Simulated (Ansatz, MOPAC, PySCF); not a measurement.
C$_{2}$H$_{2}$Cl$_{3}$F$_{3}$Sn, SMILES `FC(F)(F)[CH2][Sn]([Cl])([Cl])[Cl]`, neutral singlet in the gas phase. In the def2 sets core potentials replace the inner electrons of Sn.

Cartesian coordinates (Å):
```xyz
11

F     -2.7168    -0.3086     0.1397
C     -1.4311    -0.6022    -0.0602
F     -1.3023    -1.0120    -1.3248
F     -1.1244    -1.6332     0.7315
C     -0.5551     0.5868     0.2231
Sn     1.5389     0.2183    -0.0643
Cl     2.3809    -1.4281     1.3421
Cl     2.0773    -0.3511    -2.2515
Cl     2.6452     2.2062     0.4381
H     -0.6840     0.9052     1.2669
H     -0.8284     1.4186    -0.4408
```
Charge 0, spin multiplicity 1.

All levels are single points at this geometry (PBE0-D3(BJ)/def2-SVP); Pople sets use spherical d functions. Orbital energies aren't observables, and empty levels follow the basis.

PM6 in MOPAC gives HOMO (eV) = -11.90.

Task: Estimate the HOMO (eV) from each of these levels: B3LYP-D3(BJ)/def2-TZVP in Ansatz (a quantum-chemistry and plane-wave program); CAM-B3LYP-D3(BJ)/def2-TZVP in Ansatz; PBE/6-31G* (LANL2DZ on Sn) in PySCF; HF/6-31G* (LANL2DZ on Sn) in PySCF; PM7 in MOPAC.

Result: 
| level | HOMO (eV) |
|---|---|
| B3LYP-D3(BJ)/def2-TZVP in Ansatz | -9.15 |
| CAM-B3LYP-D3(BJ)/def2-TZVP in Ansatz | -10.78 |
| PBE/6-31G* (LANL2DZ on Sn) in PySCF | -8.03 |
| HF/6-31G* (LANL2DZ on Sn) in PySCF | -12.78 |
| PM7 in MOPAC | -11.71 |
